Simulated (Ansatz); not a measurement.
`[Cl][GeH2][Br]` → `[Cl][Ge][Br]` + H₂ at 500 K and 1 bar (germylene formation by 1,1-elimination).

Computed with Ansatz on PBE0-D4/def2-TZVP structures; ΔE is electronic, products minus reactants. CCSD(T)/CBS is the MP2 limit (def2-TZVPP, def2-QZVPP) plus CCSD(T) − MP2 in def2-TZVPP, frozen cores. This one scheme is used for every species. For Br, Ge outer-core shells are correlated without core-valence functions, which leaves a few kJ/mol of doubt a bond. Scalar relativity is left out up to krypton.

```csv
species,CCSD(T)/CBS energy (Eh),H − E (kJ/mol),S (J/(mol·K))
`[Cl][GeH2][Br]`,-5110.48619,78.2,357.4
`[Cl][Ge][Br]`,-5109.28758,29.8,341.7
H₂,-1.17544,41.0,145.5
```

H − E and S are ideal-gas, rigid-rotor, harmonic terms from PBE0-D4/def2-TZVP. The MP2-based limit puts H₂ 0.8 mEh under its directly extrapolated value; such offsets cancel only in part. 1 Eh = 2625.50 kJ/mol, R = 8.31446 J/(mol·K).

Task: By hand: ΔE, ΔH, ΔS and ΔG.

Result: ΔE = (-5109.28758) + (-1.17544) − (-5110.48619) = 0.02317 Eh = 60.8 kJ/mol. Δ(H − E) = 29.8 + 41.0 − 78.2 = -7.4, so ΔH = 53.4 kJ/mol. ΔS = 341.7 + 145.5 − 357.4 = 129.8 J/(mol·K). ΔG = 53.4 − 500 × (129.8)/1000 = -11.5 kJ/mol.

Task: By hand: the equilibrium constant, and the temperature at which ΔG would vanish if ΔH and ΔS stayed fixed.

Result: log₁₀ K = −ΔG/(RT ln 10) = 1.2. ΔG = 0 at ΔH/ΔS = 411 K.

The number of gas molecules changes by +1, which sets the sign of ΔS. A doubt of 5 kJ/mol in ΔE shifts log₁₀ K by 0.5 here. These are equilibria of isolated gas molecules and say nothing of rates. Largest T1 diagnostic: 0.011 (customary marks: 0.02 for closed shells, 0.045 for open ones).
